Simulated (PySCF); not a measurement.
A geometry optimisation, step by step.

Species: Sn(OMe)2, C₂H₆O₂Sn.
Bonds: Sn1–O2, Sn1–O7, O2–C3, O7–C8. Hydrogens: H4, H5, H6 on C3; H9, H10, H11 on C8.

Method: PySCF, PBE0-D3(BJ)/def2-SVP geometry optimisation, gas phase, def2 core potentials past Kr; density fitting, grid level 1; the optimiser is geomeTRIC in internal coordinates, started from a GFN2-xTB structure with every atom displaced at random (about 0.03 Å). 8 of its 11 geometries are shown. The frame can shift and turn from step to step; on so coarse a grid that alone can change the energy by a few meV, and forces under 0.02 eV/Å are noise.

Step 0: E = -12085.5132 eV, largest atomic force 2.471 eV/Å
```
atom  x, y, z in Å  |  force x, y, z in eV/Å
Sn1     0.082    0.552   -1.485   -1.610   0.362  -0.839
O2      1.763    0.179   -0.592    0.443  -0.416   0.217
C3      2.838   -0.166    0.162    2.376   0.090  -0.673
H4      3.404   -1.107   -0.167   -0.963   0.639   0.120
H5      2.618   -0.274    1.210   -0.284  -0.185   1.036
H6      3.659    0.623    0.082   -0.748  -0.465   0.154
O7     -1.734    0.289   -0.591    0.200   0.041  -0.078
C8     -2.857    0.024    0.161   -0.420  -0.529   0.870
H9     -3.626    0.844    0.150    0.471  -0.226  -0.308
H10    -2.647   -0.131    1.258    0.091   0.051  -0.500
H11    -3.400   -0.919   -0.157    0.444   0.638   0.002
```

Step 1: E = -12085.7187 eV, largest atomic force 1.357 eV/Å
```
atom  x, y, z in Å  |  force x, y, z in eV/Å
Sn1     0.055    0.592   -1.597   -0.847   0.174  -0.395
O2      1.725    0.199   -0.637    0.091  -0.198   0.036
C3      2.762   -0.163    0.176    1.350   0.014  -0.140
H4      3.288   -1.109   -0.137   -0.591   0.292   0.052
H5      2.482   -0.273    1.227   -0.178  -0.103   0.415
H6      3.591    0.597    0.139   -0.469  -0.174   0.081
O7     -1.706    0.304   -0.641    0.404   0.094  -0.257
C8     -2.768    0.013    0.176   -0.301  -0.361   0.753
H9     -3.542    0.817    0.193    0.237  -0.090  -0.217
H10    -2.488   -0.134    1.250    0.078   0.027  -0.276
H11    -3.299   -0.929   -0.119    0.225   0.324  -0.052
```

Step 3: E = -12085.9575 eV, largest atomic force 0.364 eV/Å
```
atom  x, y, z in Å  |  force x, y, z in eV/Å
Sn1     0.028    0.692   -1.870   -0.106  -0.019   0.077
O2      1.605    0.250   -0.759    0.085   0.003  -0.100
C3      2.489   -0.162    0.213    0.062   0.016   0.120
H4      2.951   -1.137   -0.038   -0.128  -0.079   0.001
H5      2.028   -0.255    1.217   -0.012  -0.027  -0.051
H6      3.338    0.543    0.303   -0.067   0.082   0.033
O7     -1.595    0.349   -0.776    0.053   0.105  -0.279
C8     -2.479   -0.010    0.213    0.027  -0.102   0.348
H9     -3.278    0.747    0.337    0.013   0.027  -0.060
H10    -2.004   -0.133    1.208    0.058   0.002  -0.038
H11    -2.984   -0.969   -0.016    0.015  -0.006  -0.051
```

Step 4: E = -12086.0353 eV, largest atomic force 0.463 eV/Å
```
atom  x, y, z in Å  |  force x, y, z in eV/Å
Sn1     0.017    0.758   -2.049    0.160  -0.097   0.277
O2      1.516    0.286   -0.848    0.302   0.106  -0.233
C3      2.242   -0.162    0.237   -0.435   0.018   0.060
H4      2.658   -1.165    0.042    0.052  -0.129   0.037
H5      1.634   -0.227    1.166    0.088  -0.003  -0.106
H6      3.097    0.505    0.444    0.066   0.076   0.041
O7     -1.516    0.382   -0.871   -0.362   0.100  -0.271
C8     -2.223   -0.026    0.237    0.172   0.001   0.066
H9     -3.034    0.689    0.468   -0.038   0.034   0.052
H10    -1.592   -0.120    1.141    0.030  -0.013   0.065
H11    -2.701   -1.007    0.065   -0.036  -0.094   0.012
```

Step 6: E = -12086.0776 eV, largest atomic force 0.570 eV/Å
```
atom  x, y, z in Å  |  force x, y, z in eV/Å
Sn1    -0.004    0.834   -2.264    0.264  -0.121   0.347
O2      1.447    0.343   -0.993    0.344   0.190  -0.318
C3      1.723   -0.153    0.270   -0.536  -0.007  -0.076
H4      2.029   -1.210    0.198    0.214  -0.119   0.127
H5      0.841   -0.129    0.948    0.510   0.022  -0.073
H6      2.528    0.427    0.747    0.174  -0.018   0.068
O7     -1.478    0.434   -1.015   -0.530   0.087  -0.191
C8     -1.687   -0.052    0.266   -0.082   0.068  -0.186
H9     -2.456    0.559    0.771    0.005   0.017   0.147
H10    -0.770   -0.055    0.881   -0.356   0.008   0.063
H11    -2.076   -1.084    0.224   -0.007  -0.127   0.092
```

Step 7: E = -12086.1915 eV, largest atomic force 0.455 eV/Å
```
atom  x, y, z in Å  |  force x, y, z in eV/Å
Sn1     0.001    0.812   -2.202    0.208  -0.083   0.252
O2      1.506    0.338   -0.984    0.166   0.139  -0.267
C3      1.866   -0.156    0.259   -0.449  -0.040  -0.058
H4      2.194   -1.207    0.173    0.186  -0.027   0.077
H5      1.033   -0.151    0.990    0.083   0.043   0.007
H6      2.685    0.444    0.691    0.121  -0.049   0.023
O7     -1.532    0.434   -1.007   -0.299   0.036  -0.097
C8     -1.834   -0.045    0.259   -0.022   0.037  -0.221
H9     -2.616    0.585    0.719    0.021  -0.001   0.105
H10    -0.962   -0.069    0.934   -0.018   0.000   0.111
H11    -2.243   -1.071    0.197    0.003  -0.054   0.068
```

Step 9: E = -12086.2191 eV, largest atomic force 0.063 eV/Å
```
atom  x, y, z in Å  |  force x, y, z in eV/Å
Sn1     0.010    0.809   -2.163   -0.004   0.006   0.010
O2      1.564    0.342   -1.005    0.010  -0.001  -0.010
C3      1.885   -0.158    0.249   -0.048  -0.003   0.031
H4      2.232   -1.207    0.183    0.007  -0.014  -0.003
H5      1.045   -0.140    0.969    0.026   0.006  -0.023
H6      2.710    0.425    0.698    0.009   0.009  -0.008
O7     -1.586    0.444   -1.020    0.007  -0.021   0.039
C8     -1.866   -0.043    0.252   -0.001   0.022  -0.059
H9     -2.644    0.576    0.736   -0.004   0.006   0.006
H10    -0.991   -0.057    0.927   -0.004   0.002   0.012
H11    -2.260   -1.076    0.205    0.001  -0.013   0.006
```

Step 10: E = -12086.2194 eV, largest atomic force 0.026 eV/Å
```
atom  x, y, z in Å  |  force x, y, z in eV/Å
Sn1     0.011    0.812   -2.160   -0.010   0.009  -0.003
O2      1.567    0.342   -1.005    0.010  -0.008  -0.010
C3      1.888   -0.159    0.248    0.000   0.004   0.016
H4      2.235   -1.209    0.181   -0.010  -0.002  -0.001
H5      1.049   -0.138    0.969    0.009  -0.002  -0.007
H6      2.716    0.423    0.694   -0.002   0.002  -0.002
O7     -1.584    0.443   -1.017    0.011  -0.015   0.018
C8     -1.870   -0.043    0.252    0.002   0.015  -0.007
H9     -2.651    0.575    0.732   -0.007  -0.001  -0.003
H10    -1.000   -0.056    0.934   -0.002   0.000  -0.001
H11    -2.263   -1.077    0.204    0.000  -0.002   0.000
```

Problem. Summarise the path.

Solution. The energy falls by 0.7062 eV from step 0 to step 10; nine tenths of that is first reached at step 7. It rises by more than 0.2 meV at step 6. The largest force goes from 2.471 to 0.026 eV/Å. Among the bonds Sn1–O2 changes most, from 1.939 to 1.994 Å; the atoms move by 1.122 Å rms after alignment.

Problem. Follow the three bonds and two angles with the largest change from start to end.

Solution. 
```
step  E above end (eV)  largest force (eV/Å)  Sn1–O2 (Å)  Sn1–O7 (Å)  C3–H4 (Å)  Sn1–O7–C8 (°)  Sn1–O2–C3 (°)
   0            0.7062                 2.471       1.939       2.042      1.146          171.6          172.2
   1            0.5007                 1.357       1.966       2.024      1.127          170.2          171.2
   2            0.3718                 0.646       1.974       2.006      1.115          168.3          169.6
   3            0.2618                 0.364       1.979       1.987      1.107          165.2          167.1
   4            0.1840                 0.463       1.978       1.969      1.103          159.7          162.4
   5            0.1272                 0.754       1.981       1.967      1.101          151.4          154.9
   6            0.1418                 0.570       1.990       1.973      1.102          140.3          144.7
   7            0.0279                 0.455       1.993       1.981      1.105          141.7          146.0
   8            0.0022                 0.172       1.996       1.994      1.106          138.4          142.5
   9            0.0002                 0.063       1.994       1.997      1.107          138.5          142.1
  10            0.0000                 0.026       1.994       1.997      1.107          138.8          142.0
```

The cost below is that of the whole optimisation. The run took 49 s on Arm Neoverse V2, one thread (shared host), and the process peaked at 0.46 GiB of memory.
